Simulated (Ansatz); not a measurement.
Job for Ansatz (a first-principles code): R-B3LYP-D3(BJ)/def2-TZVP on HCl (SMILES Cl).

Ansatz 0.2 input:
```yaml
crystal:
  periodic: [false, false, false]
  atoms:
    - {symbol: Cl, position_ang: [0.00000000, 0.00000000, 0.64000000]}
    - {symbol: H, position_ang: [0.00000000, 0.00000000, -0.64000000]}
basis:
  gaussian:
    orbitals: def2-TZVP
hamiltonian:
  xc: b3lyp
  dispersion: d3bj
relax: {f_tol: 0.004, max_steps: 120}
scf: {lower_state_search: off}
```

Program output:

```
WARN ansatz: RAYON_NUM_THREADS=4 ignored (pool sized by the plan → 4); use --threads N
Functional definition: B3LYP
these checks for a lower state are left out or cut short: stability, starts, cluster_reference, orbital_swaps, neighbouring_geometries, increment
integrals: 0.00 GiB planned
307 factors; their error is unknown
mean field: 0.11 GiB planned
mean field evaluation 1: about -12539.6720 eV, gradient 1.0e1 eV
mean field evaluation 2: about -12539.7274 eV, gradient 1.1e1 eV
mean field evaluation 4: about -12539.9314 eV, gradient 2.5e-1 eV
mean field evaluation 8: about -12539.9615 eV, gradient 4.4e-4 eV
mean field -12539.96148220 eV, -460.8350845798 hartree, gradient 2.3e-6 eV, S^2 0.000000; 0 other end points of the search recorded, 0 dependent functions left out
the calculation of the forces begins
reference -12539.96163216 eV, -460.8350900904 hartree; 9, 9 occupied and 34, 34 virtual orbitals, 307 factors
relax step   1: F+E_penalty+E_count = -12539.97677534 eV  Δ(F+E_penalty+E_count) = +0.000e0 eV  max|allowed force component| = 6.319e-2 eV/Å  Δτ_max = 0.0000 Å  (12 SCF iters, accepted)
these checks for a lower state are left out or cut short: stability, starts, cluster_reference, orbital_swaps, neighbouring_geometries, increment
integrals: 0.00 GiB planned
307 factors; their error is unknown
mean field: 0.11 GiB planned
mean field evaluation 16: about -12539.9615 eV, gradient 5.5e-2 eV
mean field -12539.96153448 eV, -460.8350865010 hartree, gradient 2.1e-6 eV, S^2 0.000000; 0 other end points of the search recorded, 0 dependent functions left out
the calculation of the forces begins
reference -12539.96168447 eV, -460.8350920131 hartree; 9, 9 occupied and 34, 34 virtual orbitals, 307 factors
relax step   2: F+E_penalty+E_count = -12539.97682753 eV  Δ(F+E_penalty+E_count) = -5.219e-5 eV  max|allowed force component| = 2.668e-2 eV/Å  Δτ_max = 0.0006 Å  (12 SCF iters, accepted)
these checks for a lower state are left out or cut short: stability, starts, cluster_reference, orbital_swaps, neighbouring_geometries, increment
integrals: 0.00 GiB planned
307 factors; their error is unknown
mean field: 0.11 GiB planned
mean field -12539.96154592 eV, -460.8350869214 hartree, gradient 1.6e-6 eV, S^2 0.000000; 0 other end points of the search recorded, 0 dependent functions left out
the calculation of the forces begins
reference -12539.96169594 eV, -460.8350924346 hartree; 9, 9 occupied and 34, 34 virtual orbitals, 307 factors
relax step   3: F+E_penalty+E_count = -12539.97683891 eV  Δ(F+E_penalty+E_count) = -1.138e-5 eV  max|allowed force component| = 8.997e-5 eV/Å  Δτ_max = 0.0004 Å  (12 SCF iters, accepted)
Total energy: -12539.97698893 eV, -460.8356544415 hartree
Atom 0 at    -0.000000    -0.000000     0.641006 Å, force    -0.000000    -0.000000     0.000090 eV/Å
Atom 1 at     0.000000     0.000000    -0.641006 Å, force     0.000000     0.000000    -0.000090 eV/Å
Dipole moment:    -0.000000    -0.000000    -0.258088 e Å
Checks for a lower state left out: stability, starts, cluster_reference, orbital_swaps, neighbouring_geometries, increment
```

The calculation finished and met its thresholds.

Cost: roughly 0.9 core-seconds.
